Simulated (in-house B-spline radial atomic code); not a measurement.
Inner levels of osmium as electrons are removed. A shift is the extra binding of the orbital against the neutral atom ([Xe] 4f14 5d6 6s2). Computed with a radial B-spline atomic code at the basis-set limit: non-relativistic Hartree-Fock, average of the configuration, point nuclei.

This level leaves out relativity, spin-orbit splitting included, which matters for heavy ions.

```
  ion      configuration  shift of 1s (eV)  shift of 2s (eV)  shift of 3p (eV)  radius of 1s (bohr)  radius of 2s (bohr)  radius of 3p (bohr)  Σ<r²> (bohr²)  change of density at nucleus (bohr⁻³)
Os35+           [Kr] 4d5           1437.94           1443.52           1410.31             0.019927             0.084014              0.20044         3.4108                                 318.72
Os36+           [Kr] 4d4            1513.1           1517.06           1477.29             0.019927             0.084001              0.20018          3.182                                 370.19
Os37+           [Kr] 4d3           1589.43           1591.68           1545.11             0.019927             0.083988              0.19992         2.9595                                 422.86
Os38+           [Kr] 4d2           1666.92           1667.39           1613.77             0.019928             0.083975              0.19965          2.743                                 476.75
Os39+           [Kr] 4d1           1745.59           1744.17           1683.27             0.019928             0.083961              0.19938         2.5324                                 531.84
Os40+  [Ar] 3d10 4s2 4p6           1825.42           1822.03            1753.6             0.019928             0.083946               0.1991         2.3274                                 588.13
Os41+  [Ar] 3d10 4s2 4p5           1907.81           1898.22           1822.03             0.019927             0.083929              0.19911          2.119                                 649.13
Os42+  [Ar] 3d10 4s2 4p4            1991.2           1975.22           1891.09             0.019927             0.083911              0.19889         1.9149                                 711.22
Os43+  [Ar] 3d10 4s2 4p3           2075.57           2053.04           1960.77             0.019926             0.083892              0.19867          1.715                                 774.35
Os44+  [Ar] 3d10 4s2 4p2           2160.93           2131.67           2031.07             0.019925             0.083874              0.19845         1.5191                                 838.54
Os45+  [Ar] 3d10 4s2 4p1           2247.29           2211.11           2101.98             0.019925             0.083854              0.19822          1.327                                 903.81
Os46+      [Ar] 3d10 4s2           2334.63           2291.36            2173.5             0.019924             0.083834              0.19799         1.1388                                 970.16
Os47+      [Ar] 3d10 4s1           2419.46           2369.46           2244.92             0.019924              0.08383              0.19776         0.9509                                -183.56
Os48+          [Ar] 3d10                 ?                 ?                 ?                    ?                    ?                    ?              ?                                      ?
Os49+           [Ar] 3d9            2671.4           2606.45           2435.62             0.019924             0.083756              0.19644        0.72296                                -1237.3
Os50+           [Ar] 3d8                 ?                 ?                 ?                    ?                    ?                    ?              ?                                      ?
Os51+           [Ar] 3d7           3010.84           2928.55           2676.65             0.019924             0.083617              0.19427        0.63978                                -973.18
Os52+           [Ar] 3d6                 ?                 ?                 ?                    ?                    ?                    ?              ?                                      ?
Os53+           [Ar] 3d5           3359.53           3258.24           2922.46             0.019924              0.08347              0.19214        0.56121                                -699.12
Os54+           [Ar] 3d4           3537.33           3425.91           3047.15             0.019924             0.083394               0.1911        0.52356                                -558.36
Os55+           [Ar] 3d3           3717.45           3595.44           3173.03             0.019924             0.083316              0.19006        0.48693                                 -415.1
Os56+           [Ar] 3d2           3899.87           3766.84           3300.09             0.019925             0.083236              0.18902        0.45131                                -269.36
```

**Question.** Fill in the row of Os48+.

**Answer.** shift of 1s (eV): 2505.16; shift of 2s (eV): 2448.27; shift of 3p (eV): 2316.89; radius of 1s (bohr): 0.019924; radius of 2s (bohr): 0.083823; radius of 3p (bohr): 0.19753; Σ<r²> (bohr²): 0.7664; change of density at nucleus (bohr⁻³): -1365.65.

**Question.** Fill in the row of Os50+.

**Answer.** shift of 1s (eV): 2839.97; shift of 2s (eV): 2766.54; shift of 3p (eV): 2555.54; radius of 1s (bohr): 0.019924; radius of 2s (bohr): 0.083687; radius of 3p (bohr): 0.19535; Σ<r²> (bohr²): 0.68077; change of density at nucleus (bohr⁻³): -1106.48.

**Question.** Fill in the row of Os52+.

**Answer.** shift of 1s (eV): 3184.03; shift of 2s (eV): 3092.45; shift of 3p (eV): 2798.96; radius of 1s (bohr): 0.019924; radius of 2s (bohr): 0.083544; radius of 3p (bohr): 0.1932; Σ<r²> (bohr²): 0.59994; change of density at nucleus (bohr⁻³): -837.4.
